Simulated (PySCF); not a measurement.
B(OH)2(SeH) (BH₃O₂Se), SMILES OB(O)[SeH]. Coordinates come from a PBE-D3(BJ)/def2-SVP optimisation. Other conformers were not sampled.

Computed equilibrium geometry at PBE-D3(BJ)/def2-SVP (PySCF confirms it by a frequency run) as a Z-matrix, and its point group (one conformer of several):
point group Cs.
```
B
O 1 1.3652
H 2 0.9763 1 110.53
O 1 1.3731 2 119.64 3 0.00
H 4 0.9718 1 114.27 2 180.00
Se 1 1.9832 2 118.56 3 180.00
H 6 1.4812 1 92.90 2 0.00
```
